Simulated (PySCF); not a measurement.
Compound: CH₇NO₃Si.
Bonds: C1–O2, O2–Si3, Si3–N4, Si3–O5, Si3–O6. Hydrogens: H7, H8, H9 on C1; H10, H11 on N4; H12 on O5; H13 on O6.

Method used: PBE0-D3(BJ)/def2-SVP geometry optimisation, gas phase in PySCF 2.14.0.

Give the optimised bond lengths and angles.

```json
{"bond": "C1–O2", "length (bohr)": "2.649", "order": "single"}
{"bond": "O2–Si3", "length (bohr)": "3.121", "order": "single"}
{"bond": "Si3–N4", "length (bohr)": "3.237", "order": "single"}
{"bond": "Si3–O5, Si3–O6", "length (bohr)": "3.125", "order": "single"}
{"bond": "C1–H7, C1–H8, C1–H9", "length (bohr)": "2.085", "order": "single"}
{"bond": "N4–H10, N4–H11", "length (bohr)": "1.917", "order": "single"}
{"bond": "O5–H12, O6–H13", "length (bohr)": "1.815", "order": "single"}
```

Bonds in one row agree within 0.02 bohr and their mean is given. Orders are formal, as drawn. A selection of angles:
```json
{"angle": "O2–C1–H7", "degrees": "111.8"}
{"angle": "O2–C1–H9", "degrees": "108.9"}
{"angle": "H7–C1–H8", "degrees": "107.9"}
{"angle": "C1–O2–Si3", "degrees": "123.4"}
{"angle": "O2–Si3–N4", "degrees": "110.5"}
{"angle": "O2–Si3–O5", "degrees": "110.7"}
{"angle": "O2–Si3–O6", "degrees": "106.8"}
{"angle": "N4–Si3–O5", "degrees": "111.0"}
{"angle": "O5–Si3–O6", "degrees": "107.1"}
{"angle": "Si3–N4–H10", "degrees": "116.4"}
{"angle": "Si3–N4–H11", "degrees": "119.8"}
{"angle": "H10–N4–H11", "degrees": "109.7"}
{"angle": "Si3–O5–H12", "degrees": "117.7"}
{"angle": "Si3–O6–H13", "degrees": "115.2"}
```

Dihedral angles: C1–O2–Si3–N4 178° (antiperiplanar); H12–O5–Si3–O2 -73° (synclinal); H13–O6–Si3–O2 -163° (antiperiplanar). The mirror-image conformer, all signs reversed, is as good.

Si3 (oxygen-bound silicon) is tetrahedral (angles from 106.8° to 111.0°). N4 (silicon-bound nitrogen) is pyramidal (angles 119.8°, 116.4° and 109.7°, sum 345.9°, 0.26 Å off the plane of its three neighbours). O5 (silanol oxygen) is bent (angle 117.7°).

PBE0-D3(BJ)/def2-SVP frequencies: not computed here. The numbers are those of one conformer (C1–O2–Si3–N4 178°, O2–Si3–N4–H -71° and 65°, O2–Si3–O5–H -73°, O2–Si3–O6–H -163°).
